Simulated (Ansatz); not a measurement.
`BN[SiH](O)F`. Charge 0, multiplicity 1. All single points use the PBE0-D4/def2-TZVP geometry. It is one conformer, not always the lowest.

```xyz
10

B     0.018   -0.579    1.785
N    -0.413    0.170    0.681
Si    0.317    0.146   -0.874
O    -0.889    0.381   -1.943
F     1.369    1.334   -1.046
H     0.952   -1.316    1.650
H    -0.548   -0.474    2.834
H    -1.207    0.784    0.806
H     1.070   -1.105   -1.060
H    -0.669    0.660   -2.832
```

Task: What is the dipole moment at PBE/def2-TZVPP? (Estimate.)

Result: Ansatz gave: 1.85 D, with components (-0.93, 0.44, -1.54) D in this frame, pointing from negative to positive charge.

Task: And with r2SCAN, B3LYP, ωB97M-V? (Estimate.)

Result: The calculation gave: r2SCAN 1.79 D, B3LYP 1.72 D, ωB97M-V 1.74 D.

Task: Give the Mulliken charges with PBE, r2SCAN, B3LYP in def2-TZVPP. (Best estimate.)

Result: Ansatz gave: 
```json
{"atom": "B1", "PBE": "-0.12", "r2SCAN": "-0.03", "B3LYP": "-0.12"}
{"atom": "N2", "PBE": "-0.12", "r2SCAN": "-0.23", "B3LYP": "-0.18"}
{"atom": "Si3", "PBE": "0.61", "r2SCAN": "0.75", "B3LYP": "0.73"}
{"atom": "O4", "PBE": "-0.35", "r2SCAN": "-0.41", "B3LYP": "-0.39"}
{"atom": "F5", "PBE": "-0.27", "r2SCAN": "-0.31", "B3LYP": "-0.32"}
{"atom": "H6", "PBE": "-0.01", "r2SCAN": "-0.02", "B3LYP": "0.01"}
{"atom": "H7", "PBE": "0.00", "r2SCAN": "-0.02", "B3LYP": "0.02"}
{"atom": "H8", "PBE": "0.16", "r2SCAN": "0.16", "B3LYP": "0.15"}
{"atom": "H9", "PBE": "-0.10", "r2SCAN": "-0.10", "B3LYP": "-0.10"}
{"atom": "H10", "PBE": "0.19", "r2SCAN": "0.20", "B3LYP": "0.19"}
```

B3LYP here is the variant with VWN-RPA as its local correlation; programs differ in this.
